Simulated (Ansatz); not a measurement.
Saddle point of SiH5Cl2OF, closed shell (SiH₂Cl₂ ([Cl][SiH2][Cl]) + H₂O + HF → SiH₂Cl₂O ([OH][SiH]([Cl])[Cl]) + HF + H₂; bonds formed: Si1–O7, H2–H8, H6–F9; bonds broken: Si1–H2, H6–O7, H8–F9), PBE0-D4/def2-TZVP structure:

```tsv
atom	x (Å)	y (Å)	z (Å)
Si1	-0.6624	-0.5566	-0.3788
H2	0.9626	-0.8415	-0.0728
Cl3	-0.2153	-1.1987	-2.2872
Cl4	-1.0372	-1.9389	1.1084
H5	-2.0618	-0.1245	-0.6227
H6	0.7854	1.2065	0.5769
O7	-0.2246	1.0983	0.0953
H8	1.5028	-0.1745	0.4034
F9	1.8870	0.8098	0.9078
H10	-0.9365	1.7201	0.2699
```

Energies are electronic, without zero-point energy. Barriers and step energies count from the start structure reached by relaxing down the imaginary mode; all methods use the PBE0-D4 structures, on which another method's saddle can fall below an end. Computed with Ansatz 0.2.0 (basis: def2-TZVPP, with def2-QZVPP for the basis limit); correlated methods freeze the cores. B3LYP uses VWN-RPA correlation. Extrapolation: Hartree–Fock as exp(−7.88 √X), correlation as X^−2.97.

| method | barrier (eV) | step energy (eV) |
| --- | --- | --- |
| SPW92 | ? | -0.609 |
| PBE-D4 | 0.903 | -0.701 |
| BLYP-D4 | 1.107 | -0.788 |
| r2SCAN-D4 | 0.958 | -0.803 |
| B97M-V | 1.161 | -0.798 |
| PBE0-D4 | 1.095 | -0.721 |
| B3LYP-D4 | 1.228 | -0.792 |
| r2SCAN0-D4 | 1.120 | -0.796 |
| BHLYP-D4 | ? | -0.806 |
| CAM-B3LYP-D4 | 1.210 | -0.793 |
| wB97X-V | 1.281 | -0.759 |
| wB97M-V | 1.276 | -0.752 |
| B2PLYP | 1.291 | -0.826 |
| PBE-QIDH | ? | -0.786 |
| RPA on PBE | 1.358 | -0.783 |
| HF | 2.134 | -0.887 |
| MP2 | 1.263 | -0.850 |
| CCSD | 1.486 | -0.796 |
| CCSD(T) | 1.355 | -0.797 |

Task: Fill in the withheld barriers. (Judge from chemistry; the value comes from the calculation.)

Result: Computed: PBE-QIDH 1.228; SPW92 0.377; BHLYP-D4 1.459 eV. Each is the energy of the saddle less that of the start structure, by the same method.

For comparison, the barrier by CCSD(T) at an estimated basis limit (MP2 extrapolated from triple and quadruple zeta, plus CCSD(T) − MP2 in triple zeta) is 1.361 eV.

The T1 diagnostic stays at or below 0.011.

Labels in which every atom is bracketed show which atoms are joined, not bond orders.

For scale, one of the runs: CCSD(T)/def2-TZVPP, 258 basis functions, launched by `ansatz run in.yaml --threads 8 --pin off --events-out ev --progress --plain --max-ram 19148MiB`. The run took 82 s on 8 CPU threads of an Intel Xeon Platinum 8259CL (shared host), with 5.8 GiB of host memory at its peak.
